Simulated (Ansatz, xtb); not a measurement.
Diatomic I2, closed-shell singlet (the spin of the measured ground state). No spin–orbit coupling.

Seven points along R, fitted to fifth degree in 1/R; most abundant isotopes. Runs in def2 and cc sets follow the lowest solution found near the PBE0 minimum. The singlet is held restricted. HF and MP2 rows in def2 and cc sets belong to the determinant that coupled cluster picked by its CCSD energy.

Correlated levels freeze the inner cores; with def2 sets outer-core shells near the valence are correlated too. CBS(a, b) extrapolates the correlation energy as X⁻³ and adds the Hartree–Fock energy of set b.

Programs: Ansatz (Gaussian orbitals); xtb for the GFN methods.  In def2 rows elements past Kr take small-core potentials, without spin–orbit coupling.

What bond length and harmonic frequency does GFN1-xTB give?

r_e = 2.694 Å, ω_e = 277 cm⁻¹.

What bond length and harmonic frequency does SCS-MP2/def2-TZVPP give?

r_e = 2.663 Å, ω_e = 223 cm⁻¹.

What bond length and harmonic frequency does CCSD(T)/CBS(def2-TZVPP, def2-QZVPP) give, and what D_e (from each atom's lowest state at the same level)?

r_e = 2.640 Å, ω_e = 231 cm⁻¹, D_e = 2.17 eV.

Measured for the ground state: r_e 2.6663 Å, ω_e 214.5 cm-1, ω_e x_e 0.6147 cm-1, B_e 0.037372 cm-1, α_e 0.0001138 cm-1 [Huber and Herzberg (1979), NIST Chemistry WebBook]. D_0 1.543 eV [from 0 K enthalpies of formation in NIST CCCBDB].

Ansatz is a first-principles code.
